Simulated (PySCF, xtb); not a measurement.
Ga(Cl)2(SeH) (Cl2GaHSe), SMILES [Cl][Ga]([SeH])[Cl]. One conformer was computed; it need not be the lowest.

Harmonic wavenumbers (cm⁻¹) from GFN2-xTB (xtb) at its own minimum, in rising order: 92, 110, 112, 187, 237, 361, 395, 543, 1998.

**Question.** What does PBE0-D3(BJ)/def2-SVP (PySCF) give at its own minimum? (The exact figures need the calculation; the answer reports its results.)

**Answer.** 88, 119, 125, 251, 283, 427, 458, 641, 2456. Paired by order, the mean absolute difference is 91 cm⁻¹ and the zero-point energies are 5.8 and 6.9 kcal/mol.
